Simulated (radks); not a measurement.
Spherical quantum dot in the effective-mass picture: electrons in a parabolic well V = omega^2 r^2 / 2 with omega = 0.448, with a point charge +1 (a donor) at the centre, all in effective atomic units (hartree* = m*/eps^2 hartree, bohr* = eps/m* bohr), one dielectric constant everywhere. Method: non-relativistic Kohn-Sham, exchange-only LDA, spin-polarised, spherical densities; computed with a radial shooting solver with Libxc functionals. Levels are named by radial order and angular momentum (1s, 1p, 1d, 2s, ...), and open shells are averaged over m. Results are scaled to m* = 0.144 and eps = 9.8, for which hartree* = 40.8 meV and bohr* = 3.601 nm.

N = 5, configuration 1s2 1p(up 3, down 0). This is the lowest configuration that the search found. Occupied and some empty levels:

| level | occupation | eigenvalue (meV) | <r> (nm) |
|---|---|---|---|
| 1s up | 1 | 74.055 | 5.722 |
| 1s down | 1 | 77.989 | 5.313 |
| 1p up | 3 | 92.819 | 8.963 |
| 1p down | 0 | 98.878 | 8.971 |
| 2s up | 0 | 102.64 | 9.160 |
| 2s down | 0 | 107.00 | 9.481 |
| 1d up | 0 | 107.76 | 10.61 |
| 1d down | 0 | 113.72 | 10.80 |
| 1f up | 0 | 123.16 | 11.91 |
| 1f down | 0 | 128.56 | 12.17 |

Energy (meV): total 231.209, kinetic 92.721, external -24.189, Hartree 217.60, exchange-correlation -54.923.
